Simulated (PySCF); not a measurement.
PySCF input (CCSD(T)/cc-pVDZ):

```python
from pyscf import gto, scf, mp, cc as ccmod

mol = gto.M(
    atom='''
    O    -1.26833340   -0.54710562    0.00824721
    S    -0.14922914    0.49793037    0.02004487
    F     1.39270370   -0.39889344   -0.04296616
    ''',
    basis='cc-pvdz',
    charge=-1,
    spin=0,
    verbose=4,
)

mf = scf.RHF(mol)
mf.conv_tol = 1e-10
mf.max_cycle = 100
mf.kernel()
mp2 = mp.MP2(mf, frozen=7).run()
cc = ccmod.CCSD(mf, frozen=7)
cc.max_cycle = 100
cc.kernel()
et = cc.ccsd_t()
print(f'E(CCSD(T)) = {cc.e_tot + et:.9f}')
```

End of the output:

```
Extra cycle  E= -571.768146387564  delta_E= -5.23e-12  |g|= 1.6e-06  |ddm|= 4.38e-06
converged SCF energy = -571.768146387564

******** <class 'pyscf.mp.mp2.RMP2'> ********
nocc = 10, nmo = 39
frozen orbitals 7
E(RMP2) = -572.276560604555  E_corr = -0.508414216990881
E(SCS-RMP2) = -572.258605041987  E_corr = -0.490458654423522
E_corr(same-spin) = -0.138044314575618
E_corr(oppo-spin) = -0.370369902415263

******** <class 'pyscf.cc.ccsd.CCSD'> ********
CC2 = 0
CCSD nocc = 10, nmo = 39
frozen orbitals 7
max_cycle = 100
direct = 0
conv_tol = 1e-07
conv_tol_normt = 1e-05
diis_space = 6
diis_start_cycle = 0
diis_start_energy_diff = 1e+09
Init t2, MP2 energy = -572.276560604936  E_corr(MP2) -0.508414217371913
Init E_corr(CCSD) = -0.508414217373334
cycle = 1  E_corr(CCSD) = -0.502067691231962  dE = 0.00634652614  norm(t1,t2) = 0.0725501
cycle = 2  E_corr(CCSD) = -0.518377593309745  dE = -0.0163099021  norm(t1,t2) = 0.0273569
cycle = 3  E_corr(CCSD) = -0.517600191087965  dE = 0.000777402222  norm(t1,t2) = 0.0167436
cycle = 4  E_corr(CCSD) = -0.520040597050416  dE = -0.00244040596  norm(t1,t2) = 0.00692743
cycle = 5  E_corr(CCSD) = -0.520139450698673  dE = -9.88536483e-05  norm(t1,t2) = 0.00219233
cycle = 6  E_corr(CCSD) = -0.519913159411744  dE = 0.000226291287  norm(t1,t2) = 0.00085427
cycle = 7  E_corr(CCSD) = -0.5199003541554  dE = 1.28052563e-05  norm(t1,t2) = 0.000316751
cycle = 8  E_corr(CCSD) = -0.519924858123523  dE = -2.45039681e-05  norm(t1,t2) = 0.000101592
cycle = 9  E_corr(CCSD) = -0.519925771104602  dE = -9.12981079e-07  norm(t1,t2) = 5.51574e-05
cycle = 10  E_corr(CCSD) = -0.5199249988445  dE = 7.72260102e-07  norm(t1,t2) = 1.26869e-05
cycle = 11  E_corr(CCSD) = -0.519925154299006  dE = -1.55454505e-07  norm(t1,t2) = 4.69774e-06
cycle = 12  E_corr(CCSD) = -0.519924843367854  dE = 3.10931152e-07  norm(t1,t2) = 1.91525e-06
cycle = 13  E_corr(CCSD) = -0.519924872961145  dE = -2.95932909e-08  norm(t1,t2) = 7.60931e-07
CCSD converged
E(CCSD) = -572.2880712605249  E_corr = -0.5199248729611448
CCSD(T) correction = -0.0135538877859708
E(CCSD(T)) = -572.301625148
```
